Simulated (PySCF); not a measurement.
A structure optimised at PBE-D3(BJ)/def2-SVP, used in a PySCF frequency run:

```xyz
4

Zn    -0.0093     0.0142     0.0000
Br     0.0041     2.2633     0.0000
Se    -0.0386    -2.2753     0.0000
H      1.4493    -2.2821     0.0000
```
Charge 0, spin multiplicity 1.

Q: Write its SMILES, formula and point group.

A: [SeH][Zn][Br], BrHSeZn, Cs

Q: What are its rotational constants (standard atomic weights)?

A: 229.36, 0.61374, 0.61210 GHz
